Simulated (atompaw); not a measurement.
**Te (Z = 52) PAW (atompaw): all-electron and pseudo phase curves**

Te, PAW, made with atompaw 4.2.0.5 (PBE, scalar-relativistic). Core [Kr] 4d10, reference 5s2 5p3 (charge +1). Waves: 5s (bound): rc 1.90 bohr; 5s channel at 0.3 Ry: rc 2.45 bohr; 5p (bound): rc 2.45 bohr; 5p channel at -0.35 Ry: rc 2.45 bohr; 5d channel at -0.15 Ry: rc 2.45 bohr. Local part: bessel scheme, radius 1.60 bohr. Core correction: smooth core density matched at 2.20 bohr. Augmentation charge: besselshape compensation charge, radius 2.35 bohr; PAW radius 2.45 bohr; waves and projectors: custom polynom vanderbiltortho.

The phase is arctan(r·u′/u) with u = r·R(r), unwrapped; energies in Ry, scanned from -4 to 5 Ry. A pole is an energy at which the radial function vanishes at the test radius. The pseudo phase is shifted by a multiple of π to meet the all-electron one at the reference energy, and phase errors are pseudo minus all-electron; the curves can meet again beyond the range given. Levels narrower than the energy grid can be missing from the lists of poles.

```csv
channel,radius (bohr),reference energy (Ry),"poles, all-electron","poles, pseudo",unbroken range about the reference energy with phases within 0.05 rad,phase error 1 Ry above the reference energy (rad)
s,2.46,-1.72,-0.46,"-0.46, 2.40",below 1.8,-0.000
p,2.46,-1.01,0.94,0.94,below 3.9,-0.000
d,2.46,-0.15,"-3.68, 3.40",2.44,-3.3 to 0.5,-0.075
```

Phases in the p channel:

```csv
E (Ry),all-electron,pseudo
-4.00,1.304,1.303
-3.76,1.288,1.288
-3.52,1.270,1.270
-3.28,1.249,1.248
-3.04,1.222,1.222
-2.80,1.188,1.188
-2.56,1.144,1.143
-2.32,1.083,1.083
-2.08,0.995,0.995
-1.84,0.859,0.859
-1.60,0.629,0.629
-1.36,0.229,0.229
-1.12,-0.335,-0.335
-0.88,-0.808,-0.808
-0.64,-1.090,-1.090
-0.40,-1.254,-1.254
-0.16,-1.357,-1.357
0.08,-1.428,-1.428
0.32,-1.480,-1.480
0.56,-1.520,-1.520
0.80,-1.553,-1.554
1.04,-1.582,-1.582
1.28,-1.607,-1.607
1.52,-1.629,-1.630
1.76,-1.651,-1.652
2.00,-1.672,-1.673
2.24,-1.693,-1.695
2.48,-1.716,-1.719
2.72,-1.740,-1.744
2.96,-1.766,-1.774
3.20,-1.797,-1.808
3.44,-1.833,-1.851
3.68,-1.877,-1.907
3.92,-1.935,-1.986
4.16,-2.012,-2.108
4.40,-2.123,-2.315
4.64,-2.293,-2.704
4.88,-2.566,-3.332
```
